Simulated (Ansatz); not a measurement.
Mulliken charges of `C[O][GeH][OH]` radical from ωB97M-V/def2-TZVPP in Ansatz (PBE0-D4/def2-TZVP geometry).

| atom | x (Å) | y (Å) | z (Å) | charge (e) |
| --- | --- | --- | --- | --- |
| C1 | 0.368 | 0.874 | -0.999 | -0.191 |
| O2 | 0.377 | -0.525 | -0.854 | -0.396 |
| Ge3 | 0.269 | -1.293 | 0.752 | 0.455 |
| O4 | -1.013 | -0.492 | 1.706 | -0.402 |
| H5 | 0.324 | 1.100 | -2.066 | 0.122 |
| H6 | -0.503 | 1.331 | -0.515 | 0.112 |
| H7 | 1.277 | 1.334 | -0.592 | 0.113 |
| H8 | -0.272 | -2.715 | 0.448 | 0.023 |
| H9 | -0.740 | 0.338 | 2.104 | 0.165 |

Q: By hand: the dipole of these point charges (1 e Å = 4.8032 D).

A: Σ q r = (0.309, 0.078, 0.166) e Å, of length 0.359 e Å = 1.72 D.

Q: How does the dipole of the full density compare? (An estimate is asked.)

A: Ansatz gave: (0.236, 0.300, 0.157) e Å, 1.98 D; the point charges give 0.87 times that, at 34° from its direction.

Point charges leave out the atoms' own dipoles, such as those of lone pairs, and Mulliken's split depends on the basis, so the two needn't agree.
